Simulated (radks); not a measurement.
Results of a calculation; reference values are marked as such.
Question: Ionisation ladder of iron, from Fe I to Fe XXII. Each ion is in the ground configuration listed by NIST, and IE = E(next ion) - E(this ion). Code: a radial shooting solver on a logarithmic mesh with Libxc functionals. Model: scalar-relativistic Kohn-Sham, exchange-only LDA, spin-polarised, spherical densities, point nucleus; open shells are filled with parallel spins first.

species   configuration  IE, Delta-SCF (eV)  <r> HOMO (bohr)
Fe I       [Ar] 3d6 4s2               6.783             1.24
Fe II      [Ar] 3d6 4s1              16.397             1.14
Fe III         [Ar] 3d6              29.553             1.12
Fe IV          [Ar] 3d5              53.815            0.982
Fe V           [Ar] 3d4              74.893            0.916
Fe VI          [Ar] 3d3                   ?            0.863
Fe VII         [Ar] 3d2              122.94            0.819
Fe VIII        [Ar] 3d1              149.52            0.782
Fe IX              [Ar]              232.00            0.760
Fe X       [Ne] 3s2 3p5              259.98            0.745
Fe XI      [Ne] 3s2 3p4              288.11            0.730
Fe XII     [Ne] 3s2 3p3              326.99            0.713
Fe XIII    [Ne] 3s2 3p2              357.94            0.699
Fe XIV     [Ne] 3s2 3p1              388.98            0.687
Fe XV          [Ne] 3s2              453.37            0.682
Fe XVI         [Ne] 3s1              489.24            0.672
Fe XVII            [Ne]              1262.4            0.231
Fe XVIII   [He] 2s2 2p5              1356.2            0.227
Fe XIX     [He] 2s2 2p4              1449.6            0.223
Fe XX      [He] 2s2 2p3                   ?            0.217
Fe XXI     [He] 2s2 2p2                   ?            0.214
Fe XXII    [He] 2s2 2p1                   ?            0.210

Estimate the withheld Delta-SCF values.

Answer: Fe VI: 98.003 eV (NIST 98.99); Fe XX: 1581.5 eV (NIST 1575.6); Fe XXI: 1684.2 eV (NIST 1687); Fe XXII: 1786.3 eV (NIST 1798).
